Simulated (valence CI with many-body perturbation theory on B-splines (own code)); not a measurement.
# Nd45+: calculated level list

Level of theory: valence CI with perturbative core correlation (CI+MBPT): five valence electrons over a frozen Dirac-Fock core [Ne], a basis of 11 s, 11 p, 10 d, 8 f, 5 g, 2 h functions for each j, with the one-electron correlation potential Σ1 (screened to all orders), the two-electron term Σ2, the three-electron term Σ3, Breit, model QED; selected single and double excitations, second order for the rest, scaled by the run's own slope (own B-spline code, finite nucleus).

The last digits are not significant, and no measured levels were compared; by estimate large intervals hold to a few tenths of a per cent, small ones and those within an open d or f shell to about a per cent. Among the levels kept, up to 3100 cm⁻¹ of a level comes from second order outside the variational space, and about a tenth of that is noise between levels of different J, which matters for small intervals.

Levels 136 to 169 of 169, with energies above the lowest level, (3s^2 3p1/2^2 3p3/2) J=3/2. "Leading %" is the weight of the configuration and term that name the level; weights of strongly mixed levels are sums over their largest components and can fall short. In the jj column 3d3/2^4 stands for four electrons in 3d with j = 3/2. Lifetimes count E1, E2, E3, M1 and M2 decay at the calculated energies, and are blank where another channel may lead or the interval is too uncertain; long ones can be off by a factor of two.

```
No.  Configuration  Term     J  E (Ry)  Leading %                     Leading jj  Lifetime     Second component
136     3s 3p2 3d2    2P   1/2  48.423         34  3s 3p1/2^2 3d3/2 3d5/2 (77 %)   8.18 ps   21 % 3s 3p2 3d2 4D
137     3s2 3p 3d2   2S°   1/2  48.454         31  3s^2 3p3/2 3d3/2 3d5/2 (62 %)    881 fs  18 % 3s2 3p 3d2 4P°
138     3s2 3p 3d2   4D°   7/2  48.496         38  3s^2 3p3/2 3d3/2 3d5/2 (80 %)   1.48 ps  22 % 3s2 3p 3d2 2F°
139     3s2 3p 3d2   4P°   5/2  48.548         44  3s^2 3p3/2 3d3/2 3d5/2 (86 %)   1.02 ps  29 % 3s2 3p 3d2 4D°
140     3s2 3p 3d2   2D°   5/2  49.377         34      3s^2 3p3/2 3d5/2^2 (71 %)   3.83 ps  15 % 3s2 3p 3d2 4P°
141     3s2 3p 3d2   2G°   7/2  49.646         34  3s^2 3p3/2 3d3/2 3d5/2 (64 %)   1.13 ps  21 % 3s2 3p 3d2 4D°
142     3s2 3p 3d2   2H°  11/2  49.846         70      3s^2 3p3/2 3d5/2^2 (72 %)   5.37 ps  28 % 3s2 3p 3d2 4G°
143     3s 3p2 3d2    4F   9/2  49.854         23      3s 3p1/2^2 3d5/2^2 (76 %)   6.04 ps   13 % 3s 3p2 3d2 2G
144     3s2 3p 3d2   2F°   7/2  50.077         41      3s^2 3p3/2 3d5/2^2 (68 %)   3.63 ps  32 % 3s2 3p 3d2 4D°
145            3p5   2P°   1/2  50.083         55           3p1/2 3p3/2^4 (55 %)    829 fs    9 % 3s 3p3 3d 2S°
146     3s2 3p 3d2   2D°   5/2  50.112         35  3s^2 3p3/2 3d3/2 3d5/2 (69 %)    864 fs  17 % 3s2 3p 3d2 4D°
147     3s2 3p 3d2   2G°   9/2  50.201         55      3s^2 3p3/2 3d5/2^2 (48 %)   1.72 ps  17 % 3s2 3p 3d2 2H°
148     3s2 3p 3d2   2D°   3/2  50.340         27  3s^2 3p3/2 3d3/2 3d5/2 (76 %)    849 fs  22 % 3s2 3p 3d2 2P°
149     3s2 3p 3d2   2G°   9/2  50.408         60  3s^2 3p3/2 3d3/2 3d5/2 (52 %)   1.54 ps  26 % 3s2 3p 3d2 4F°
150     3s 3p2 3d2    4D   5/2  50.450         16      3s 3p1/2^2 3d5/2^2 (84 %)   4.80 ps   13 % 3s 3p2 3d2 2D
151     3s2 3p 3d2   2P°   1/2  50.546         64      3s^2 3p3/2 3d5/2^2 (46 %)   1.31 ps  13 % 3s2 3p 3d2 4D°
152     3s 3p2 3d2    2F   7/2  50.642         17      3s 3p1/2^2 3d5/2^2 (76 %)   5.60 ps   13 % 3s 3p2 3d2 4H
153     3s2 3p 3d2   2D°   3/2  50.652         28  3s^2 3p3/2 3d3/2 3d5/2 (71 %)    718 fs  19 % 3s2 3p 3d2 4S°
154     3s2 3p 3d2   2F°   5/2  50.863         58  3s^2 3p3/2 3d3/2 3d5/2 (85 %)   1.13 ps  21 % 3s2 3p 3d2 2D°
155         3p4 3d    4D   3/2  50.888         20   3p1/2^2 3p3/2^2 3d3/2 (51 %)   4.58 ps   13 % 3s 3p2 3d2 4F
156     3s 3p2 3d2    2D   3/2  51.067         28      3s 3p1/2^2 3d5/2^2 (68 %)   5.26 ps   14 % 3s 3p2 3d2 2P
157     3s2 3p 3d2   2P°   1/2  51.511         75  3s^2 3p3/2 3d3/2 3d5/2 (49 %)   1.36 ps   6 % 3s2 3p 3d2 4D°
158         3p4 3d    4D   5/2  51.643         26   3p1/2^2 3p3/2^2 3d3/2 (49 %)   2.95 ps        8 % 3p4 3d 2F
159     3s 3p2 3d2    6F   1/2  51.847         32  3s 3p1/2 3p3/2 3d3/2^2 (56 %)   3.87 ps   18 % 3s 3p2 3d2 4D
160      3s 3p3 3d   4P°   1/2  51.913         31        3s 3p3/2^3 3d3/2 (67 %)    782 fs   22 % 3s 3p3 3d 2S°
161     3s 3p2 3d2    4P   1/2  52.085         34      3s 3p1/2^2 3d5/2^2 (68 %)   4.12 ps   16 % 3s 3p2 3d2 2S
162     3s2 3p 3d2   2P°   3/2  52.086         63      3s^2 3p3/2 3d5/2^2 (76 %)   3.30 ps   5 % 3s2 3p 3d2 2D°
163     3s2 3p 3d2   2F°   7/2  52.126         34      3s^2 3p3/2 3d5/2^2 (61 %)   1.59 ps  11 % 3s2 3p 3d2 2G°
164         3p4 3d    2F   7/2  52.187         26   3p1/2^2 3p3/2^2 3d3/2 (72 %)   1.88 ps       25 % 3p4 3d 2G
165     3s2 3p 3d2   2D°   5/2  52.248         42      3s^2 3p3/2 3d5/2^2 (81 %)   2.45 ps  14 % 3s2 3p 3d2 2F°
166     3s 3p2 3d2    6F   3/2  52.361         38  3s 3p1/2 3p3/2 3d3/2^2 (69 %)   2.79 ps   16 % 3s 3p2 3d2 6G
167      3s 3p3 3d   4P°   3/2  52.416         23        3s 3p3/2^3 3d3/2 (67 %)    856 fs   10 % 3s 3p3 3d 4D°
168     3s 3p2 3d2    6F   1/2  52.474         31   3p1/2^2 3p3/2^2 3d3/2 (43 %)   2.06 ps       23 % 3p4 3d 4P
169     3s 3p2 3d2    6G   5/2  52.519         25  3s 3p1/2 3p3/2 3d3/2^2 (59 %)   2.32 ps   18 % 3s 3p2 3d2 6F
```
